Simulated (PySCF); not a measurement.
The dipole of `CN[SiH2]n1cnnc1F` from its density and from atomic charges.

Coordinates (GFN2-xTB, Å) and charges (e) from the PBE0/pcSseg-1 density (PySCF):

```json
{"atom": "C1", "x": "2.710", "y": "-0.668", "z": "-0.040", "Mulliken": "-0.0915", "IAO": "-0.2986", "Hirshfeld": "-0.0614", "ESP-fitted": "-0.2073"}
{"atom": "N2", "x": "1.281", "y": "-0.555", "z": "-0.222", "Mulliken": "-0.7012", "IAO": "-0.6839", "Hirshfeld": "-0.2400", "ESP-fitted": "-0.5615"}
{"atom": "Si3", "x": "0.386", "y": "0.804", "z": "0.295", "Mulliken": "+0.8898", "IAO": "+1.0304", "Hirshfeld": "+0.4271", "ESP-fitted": "+0.5554"}
{"atom": "N4", "x": "-1.280", "y": "0.292", "z": "0.035", "Mulliken": "-0.7336", "IAO": "-0.4066", "Hirshfeld": "-0.1197", "ESP-fitted": "-0.2805"}
{"atom": "C5", "x": "-1.859", "y": "-0.942", "z": "-0.081", "Mulliken": "+0.2816", "IAO": "+0.0227", "Hirshfeld": "+0.0353", "ESP-fitted": "+0.1674"}
{"atom": "N6", "x": "-3.145", "y": "-0.860", "z": "-0.187", "Mulliken": "-0.2581", "IAO": "-0.2069", "Hirshfeld": "-0.1558", "ESP-fitted": "-0.3032"}
{"atom": "N7", "x": "-3.483", "y": "0.447", "z": "-0.140", "Mulliken": "-0.2834", "IAO": "-0.2510", "Hirshfeld": "-0.1812", "ESP-fitted": "-0.4230"}
{"atom": "C8", "x": "-2.375", "y": "1.093", "z": "-0.006", "Mulliken": "+0.6574", "IAO": "+0.4515", "Hirshfeld": "+0.1696", "ESP-fitted": "+0.7034"}
{"atom": "F9", "x": "-2.246", "y": "2.403", "z": "0.086", "Mulliken": "-0.2445", "IAO": "-0.2363", "Hirshfeld": "-0.0522", "ESP-fitted": "-0.2453"}
{"atom": "H10", "x": "3.269", "y": "-0.261", "z": "-0.887", "Mulliken": "+0.1142", "IAO": "+0.1322", "Hirshfeld": "+0.0408", "ESP-fitted": "+0.1007"}
{"atom": "H11", "x": "2.988", "y": "-1.715", "z": "0.090", "Mulliken": "+0.1255", "IAO": "+0.1508", "Hirshfeld": "+0.0496", "ESP-fitted": "+0.1073"}
{"atom": "H12", "x": "2.995", "y": "-0.117", "z": "0.852", "Mulliken": "+0.1127", "IAO": "+0.1459", "Hirshfeld": "+0.0506", "ESP-fitted": "+0.1313"}
{"atom": "H13", "x": "0.965", "y": "-1.085", "z": "-1.021", "Mulliken": "+0.2066", "IAO": "+0.2630", "Hirshfeld": "+0.1205", "ESP-fitted": "+0.3353"}
{"atom": "H14", "x": "0.570", "y": "0.963", "z": "1.735", "Mulliken": "-0.0870", "IAO": "-0.1379", "Hirshfeld": "-0.0712", "ESP-fitted": "-0.0754"}
{"atom": "H15", "x": "0.513", "y": "2.062", "z": "-0.445", "Mulliken": "-0.0987", "IAO": "-0.1495", "Hirshfeld": "-0.0785", "ESP-fitted": "-0.0880"}
{"atom": "H16", "x": "-1.297", "y": "-1.851", "z": "-0.076", "Mulliken": "+0.1102", "IAO": "+0.1742", "Hirshfeld": "+0.0666", "ESP-fitted": "+0.0835"}
```

**Question.** Compute μ = Σ q r for each scheme (1 e·Å = 4.803 D) and compare with the dipole of the full density.

**Answer.** The full density gives (7.07, -0.39, -0.20) D, 7.08 D in size; dipole vectors point from the negative to the positive end.

```csv
scheme,μx,μy,μz,size (D),share of the full size (%),angle to the full dipole (°)
Mulliken,6.93,-0.29,0.55,6.96,98,6
IAO,6.57,-0.48,0.33,6.59,93,5
Hirshfeld,4.79,-0.11,0.09,4.79,68,3
ESP-fitted,7.01,-0.43,-0.22,7.02,99,0
```

**Question.** Which set comes closest?

**Answer.** Length of the difference vector: ESP-fitted 0.08 D, IAO 0.73 D, Mulliken 0.77 D, Hirshfeld 2.32 D. Closest: ESP-fitted. 

**Question.** What is left for the Hirshfeld atoms' own dipoles?

**Answer.** The Hirshfeld atoms' densities add up to the full density, so μ = Σ q r + Σ (atomic dipoles). The atomic dipoles sum to (7.07, -0.39, -0.20) − (4.79, -0.11, 0.09) = (2.28, -0.28, -0.29) D, 2.32 D in size.

**Question.** With the origin at the mean of the coordinates, (0.000, 0.001, -0.001) Å, which are the largest single terms, by size, of the Hirshfeld dipole along the direction of the full one?

**Answer.** N7 +3.04, N6 +2.31, C8 -1.98, N2 -1.52, C1 -0.81 D; all 16 atoms together +4.78 D. The single terms depend on the origin, their sum doesn't.

**Question.** Give the size of the full dipole in other units.

**Answer.** 7.08 D = 2.786 au = 1.474 e·Å = 23.62 × 10⁻³⁰ C·m.

The structure is a single GFN2-xTB conformer in the gas phase; no vibrational or solvent corrections.

Conformer computed: `[CH3:1][NH:2][SiH2:3][n:4]1[cH:5][n:6][n:7][c:8]1[F:9]`: C1–N2–Si3–N4 -172°, N2–Si3–N4–C5 21°.
